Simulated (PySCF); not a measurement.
Structure problem from calculated spectra and properties.

Formula: C5H3F3S.

| Property | Result |
| --- | --- |
| UV, first state | lowest singlet excitation: 5.51 eV (225 nm, f = 0.074) [TDDFT PBE0/def2-SVPD] |
| NMR, other nuclei | isotropic shieldings of nuclei other than C and H, by class: 291 (2 F), 315 (1 F), 321 (1 S) ppm [GIAO PBE0/pcSseg-1] |
| Rotational structure | rotational constants A, B, C: 2.148, 1.030, 0.793 GHz [GFN2-xTB] |
| UV, strongest line | among the 6 lowest singlet transitions: S2 at 5.96 eV (208 nm, f = 0.101) [TDDFT PBE0/def2-SVPD] |
| Polarisability | 75.3 au [PBE0/def2-SVPD] |
| Triplet | lowest triplet excitation (Tamm–Dancoff): 3.71 eV [TDA PBE0/def2-SVPD] |
| 1H NMR | chemical shifts (computed TMS as zero) by class: 7.75 (1 H), 7.03 (1 H), 6.71 (1 H) ppm [GIAO PBE0/pcSseg-1] |
| 13C NMR | chemical shifts (computed TMS as zero) by class: 164.8 (1 C), 135.8 (1 C), 133.0 (1 C), 113.7 (1 C), 112.7 (1 C) ppm [GIAO PBE0/pcSseg-1] |

Electronic properties: PySCF, gas phase, density fitting. Levels stand in brackets. One conformer (not necessarily the lowest) at the GFN2-xTB geometry, without solvent, vibrations or thermal averaging. NMR classes are plain means over equivalent atoms (diastereotopic ones count apart unless rotation or inversion swaps them), as if these changed places fast.

Question: What is the compound? Reason from the data.

Answer: Numbering: `[F:1][c:2]1[cH:3][s:4][cH:5][c:6]1[CH:7]([F:8])[F:9]`. Its formula, C5H3F3S, gives 3 degrees of unsaturation: 1 ring and 2 π bonds in the structure found (Kekulé form). 5 carbons fall into 5 classes; from least to most shielded: aromatic C–F carbon [C2] (164.8 ppm), aromatic CH next to a ring sulfur [C5] (135.8 ppm), substituted aromatic carbon [C6] (133.0 ppm), CHF2 carbon [C7] (113.7 ppm), aromatic CH next to a ring sulfur [C3] (112.7 ppm). Hydrogen classes from least to most shielded: 1 H on an aromatic CH next to a ring sulfur, C5 (7.75 ppm), 1 H on a CHF2 carbon, C7 (7.03 ppm), 1 H on an aromatic CH next to a ring sulfur, C3 (6.71 ppm). The other shieldings belong to: 291 ppm, fluorine of a CF2 group [F8/F9]; 315 ppm, aryl fluorine [F1]; 321 ppm, thiophene-type sulfur [S4]. S1 is mainly HOMO→LUMO (weight 0.87); the largest Löwdin shares of the orbital it empties are 0.28 on an aromatic CH next to a ring sulfur, 0.22 on an aromatic CH next to a ring sulfur, 0.20 on the aromatic C–F carbon and 0.12 on the thiophene-type sulfur, of the orbital it fills 0.27 on an aromatic CH next to a ring sulfur, 0.23 on the thiophene-type sulfur, 0.16 on the substituted aromatic carbon and 0.15 on an aromatic CH next to a ring sulfur. The optimised geometry has point group Cs and is an asymmetric top. Structure: `FC1=CSC=C1C(F)F`. Computed isomers that give other values at the same levels: `C#CC(=C)SC(F)(F)F` (smallest rotational constant: 0.928 GHz; this holds for the one conformer computed); `FC(F)(F)c1ccsc1` (13C chemical shifts (computed TMS as zero) by class: 138.4 (1 C), 135.8 (1 C), 135.7 (1 C), 131.6 (1 C), 130.6 (1 C) ppm). The assignments are read from this structure; whether some other isomer fits the data as well wasn't checked.

Shape of the structure used: `[F:1][c:2]1[cH:3][s:4][cH:5][c:6]1[CH:7]([F:8])[F:9]`: C5–C6–C7–F8 59°.
